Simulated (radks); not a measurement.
The numbers below are computed, except where a source is named.
The nuclear charge of the copper ion Cu+ is varied continuously with 28 electrons held in [Ar] 3d10. Code: a radial shooting solver on a logarithmic mesh with Libxc functionals. Model: Dirac Kohn-Sham, PBE, spin-unpolarised, spherical densities, finite nucleus; Fermi nuclear charge, rms radius 3.8823 fm. By the Hellmann-Feynman theorem dE/dZ = E(electron-nucleus)/Z, the electronic potential at the nucleus (averaged over a nucleus of fixed radius).

| Z | E (hartree) | E(electron-nucleus)/Z (hartree) | HOMO | e(HOMO) (eV) | <r> HOMO (bohr) |
|---|---|---|---|---|---|
| 28 | -1520.59855 | -130.747 | 3d5/2 | -1.892 | 1.265 |
| 28.5 | -1586.78680 | -134.000 | 3d5/2 | -6.919 | 1.118 |
| 29 | -1654.59487 | -137.229 | 3d5/2 | -13.550 | 1.019 |
| 29.5 | -1724.01283 | -140.441 | 3d5/2 | -21.530 | 0.9435 |
| 30 | -1795.03437 | -143.644 | 3d5/2 | -30.709 | 0.8830 |

The central difference of E at Z = 29 is -137.226 hartree, to compare with the third column; the second derivative is -6.44 hartree.
